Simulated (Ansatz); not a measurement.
GeH2MeF (CH5FGe), 8 atoms. Hardware: 4 threads of Arm Neoverse V1 on a shared host.

Correlated methods freeze 11 core orbitals; core or outer-core shells of Ge are correlated, in sets that lack core-valence functions.

(1) How many basis functions does each of these Ansatz runs have, and roughly what does it cost? HF/STO-3G, charge 0 singlet, energy; r2SCAN-D4/def2-TZVP, charge 0 singlet, relaxation, 5 steps; CCSD(T)/def2-TZVPP, charge 1 doublet at the geometry of the charge 0 singlet, energy, from earlier orbitals; HF/def2-TZVP, charge 0 singlet, energy, from earlier orbitals; PBE0-D4/def2-TZVP, charge 1 doublet at the geometry of the charge 0 singlet, energy, from earlier orbitals; PBE-D4/def2-TZVP, charge 1 doublet at the geometry of the charge 0 singlet, energy, from earlier orbitals; PBE0-D4/def2-TZVP, charge 0 triplet at the geometry of the charge 0 singlet, energy; BHLYP-D4/def2-TZVP, charge 0 singlet, energy, from earlier orbitals; PBE-D4/def2-TZVP, charge 0 triplet at the geometry of the charge 0 singlet, energy, from earlier orbitals; r2SCAN-D4/def2-TZVP, charge 0 singlet, frequencies; RPA@PBE/def2-TZVP, charge 0 singlet, energy, from earlier orbitals; PBE-D4/def2-SVP, charge 0 singlet, energy, from earlier orbitals.

Answers

(1) Other jobs shared the machine, so times can vary by a factor of up to 3. A dash marks memory too small to be measured apart from the calling script's.

| run | functions | fitting or Cholesky vectors | wall time | peak host memory (GiB) |
| --- | --- | --- | --- | --- |
| HF/STO-3G, charge 0 singlet, energy | 33 | 392 | 0.15 s | – |
| PBE-D4/def2-SVP, charge 0 singlet, energy, from earlier orbitals | 85 | 947 | 0.66 s | – |
| RPA@PBE/def2-TZVP, charge 0 singlet, energy, from earlier orbitals | 140 | 973 | 2 s | – |
| BHLYP-D4/def2-TZVP, charge 0 singlet, energy, from earlier orbitals | 140 | 1076 | 2.1 s | – |
| HF/def2-TZVP, charge 0 singlet, energy, from earlier orbitals | 140 | 1115 | 2.1 s | – |
| PBE-D4/def2-TZVP, charge 1 doublet at the geometry of the charge 0 singlet, energy, from earlier orbitals | 140 | 914 | 2.2 s | – |
| PBE0-D4/def2-TZVP, charge 1 doublet at the geometry of the charge 0 singlet, energy, from earlier orbitals | 140 | 957 | 3.4 s | – |
| PBE-D4/def2-TZVP, charge 0 triplet at the geometry of the charge 0 singlet, energy, from earlier orbitals | 140 | 914 | 4.6 s | – |
| r2SCAN-D4/def2-TZVP, charge 0 singlet, relaxation, 5 steps | 140 | 914 | 9.5 s | – |
| PBE0-D4/def2-TZVP, charge 0 triplet at the geometry of the charge 0 singlet, energy | 140 | 957 | 10 s | 0.57 |
| r2SCAN-D4/def2-TZVP, charge 0 singlet, frequencies | 140 | 914 | 67 s | – |
| CCSD(T)/def2-TZVPP, charge 1 doublet at the geometry of the charge 0 singlet, energy, from earlier orbitals | 180 | 1086 | 7.8 min | 2.4 |
